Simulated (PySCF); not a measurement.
A geometry optimisation on `[NH2][Ge@@H]([C]#N)[AsH2]`.

Computed with PBE0-D3(BJ)/def2-SVP geometry optimisation, gas phase (PySCF 2.14.0). Start geometry: GFN2-xTB. The input is one job of a driver script: a line of settings, then coordinates in Å.

Command:
```bash
OMP_NUM_THREADS=1 python probes_run.py task.json out
```

Input:
```
{"job": {"xc": "PBE0", "basis": "def2-SVP", "d3": "d3bj", "grid": 1, "shake": 0.01, "kind": "geom"}, "charge": 0, "multiplicity": 1}
N     -0.185920     2.750510    -0.933970
C     -0.212190     1.642670    -0.748330
Ge    -0.136600    -0.264160    -0.446250
N     -1.487860    -0.527850     0.689220
As     1.880830    -1.044460     0.614130
H     -0.406370    -0.783110    -1.865750
H     -1.595290    -1.445420     1.115980
H     -2.422080    -0.222800     0.388880
H      1.881750     0.180340     1.525640
H      2.734170    -0.306640    -0.360610
```

Output:
```
step   0  E = -4462.14305969  max force = 0.098760
step   1  E = -4462.14858574  max force = 0.011314
step   2  E = -4462.14929733  max force = 0.004437
step   3  E = -4462.14946674  max force = 0.001813
step   4  E = -4462.14952435  max force = 0.001339
step   5  E = -4462.14954623  max force = 0.000590
step   6  E = -4462.14955646  max force = 0.000464
step   7  E = -4462.14957059  max force = 0.000884
step   8  E = -4462.14958897  max force = 0.001135
step   9  E = -4462.14960533  max force = 0.000861
step  10  E = -4462.14961205  max force = 0.000227
optimisation converged
```

Energies in Eh; «max force» is the largest Cartesian gradient component in Eh/bohr.

How much energy does the optimisation release, in kcal/mol?

E(step 0) − E(last step) = 0.006552 Eh, which is 4.1 kcal/mol.

Give the first gradient maximum in eV/Å.

With 1 Eh/bohr = 51.422 eV/Å, 5.078 eV/Å.

In short: final energy -4462.14961 Eh after 10 steps; dipole 3.96 D.

Give the final coordinates.

0.118 Å rms from the input after alignment:
```
atom  x, y, z in Å
N1    -0.1570    2.8184   -0.8005
C2    -0.1707    1.6664   -0.6660
Ge3   -0.1555   -0.2517   -0.4332
N4    -1.5663   -0.5703    0.6833
As5    1.8520   -0.9968    0.6839
H6    -0.2453   -0.8343   -1.8606
H7    -1.6951   -1.5464    0.9359
H8    -2.4543   -0.1829    0.3739
H9     1.9195    0.2897    1.4956
H10    2.7220   -0.4235   -0.4291
```

Estimate the wall time. Hardware: an Arm Neoverse N1 with one thread, shared host. And the peak memory of the process?

About 2.4 min, with 0.55 GiB resident at the peak, the Python interpreter and its libraries included.
Labels such as C1 count atoms from 1, the log's own numbers from 0.
